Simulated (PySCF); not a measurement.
Isomers of C10H7Br, from PBE0-D3(BJ)/def2-SVP geometry optimisation, gas phase (PySCF 2.14.0). One conformer each, no zero-point energy, no frequencies.

Task: Which is lower in electronic energy at this level?
A. `Brc1ccc2cccccc1-2`: A = 1748, B = 501.7, C = 389.8 MHz, dipole 2.45 D
B. 1-bromonaphthalene (`Brc1cccc2ccccc12`): A = 1406, B = 612.9, C = 426.9 MHz, dipole 1.55 D

Result: B. That is 1-bromonaphthalene (`Brc1cccc2ccccc12`), 34.4 kcal/mol below the other.

```tsv
SMILES	mapped SMILES	E (Eh)	relative (kcal/mol)	relative (kJ/mol)	dipole (D)
Brc1cccc2ccccc12	[Br:1][c:2]1[cH:3][cH:4][cH:5][c:6]2[cH:7][cH:8][cH:9][cH:10][c:11]12	-2958.13017	0.0	0.0	1.55
Brc1ccc2cccccc1-2	[Br:1][c:2]1[cH:3][cH:4][c:5]2[cH:6][cH:7][cH:8][cH:9][cH:10][c:11]1-2	-2958.07535	34.4	143.9	2.45
```
